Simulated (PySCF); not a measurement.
C4H10Si2, SMILES C1CC(=C)[Si@@H]1[SiH3]. Atoms are numbered in the order given.

```xyz
16

C     -1.6660     0.5672     1.8394
C     -1.2571     0.2207     0.6172
C     -1.8210     0.6260    -0.7526
C     -0.7576    -0.0017    -1.7184
Si     0.1417    -0.7538    -0.2007
Si     2.3109     0.0228     0.2597
H     -1.1540     0.2107     2.7390
H     -2.5322     1.2227     1.9974
H     -2.8238     0.1940    -0.9143
H     -1.9204     1.7193    -0.8658
H     -0.1753     0.7498    -2.2719
H     -1.1740    -0.7127    -2.4465
H      0.0857    -2.2440    -0.0709
H      2.6747    -0.2484     1.6835
H      2.3625     1.4980     0.0298
H      3.3298    -0.6287    -0.6191
```
Charge 0, spin multiplicity 1.

Coordinates come from a B3LYP-D3(BJ)/def2-SVP optimisation. The geometry has at least one imaginary mode, so it is a saddle point at that level. The structure was generated by enumeration; whether it is a known compound was not checked.

Two levels are set side by side: PBE/pcSseg-1 (PySCF) and B3LYP/pcSseg-1 (PySCF). GIAO shifts against TMS (²⁹Si), TMS (¹H), TMS (¹³C) at the same level; non-relativistic, no solvent, atoms listed together averaged. Differences are taken from unrounded values.

```tsv
quantity	PBE
δ(¹³C) of C1 (ppm)	134.2
δ(¹³C) of C2 (ppm)	161.3
δ(¹³C) of C3 (ppm)	45.2
δ(¹³C) of C4 (ppm)	8.3
δ(²⁹Si) of Si5 (ppm)	-27.9
δ(²⁹Si) of Si6 (ppm)	-110.0
δ(¹H) of H9, H10 (ppm)	3.73
δ(¹H) of H13 (ppm)	5.97
δ(¹H) of H14, H15, H16 (ppm)	3.88
```

Problem. These are the PBE values. What does B3LYP give? (The exact figures need the calculation; the answer reports its results.)

Solution. 
```csv
quantity,B3LYP,PBE minus B3LYP
δ(¹³C) of C1 (ppm),135.1,-0.8
δ(¹³C) of C2 (ppm),164.2,-2.9
δ(¹³C) of C3 (ppm),43.6,1.6
δ(¹³C) of C4 (ppm),8.3,0.0
δ(²⁹Si) of Si5 (ppm),-23.2,-4.7
δ(²⁹Si) of Si6 (ppm),-104.6,-5.4
"δ(¹H) of H9, H10 (ppm)",3.59,0.14
δ(¹H) of H13 (ppm),5.67,0.30
"δ(¹H) of H14, H15, H16 (ppm)",3.74,0.14
```

Rough cost on one machine, each run with all the roots and properties that it gave: B3LYP against PBE within a factor of 2.
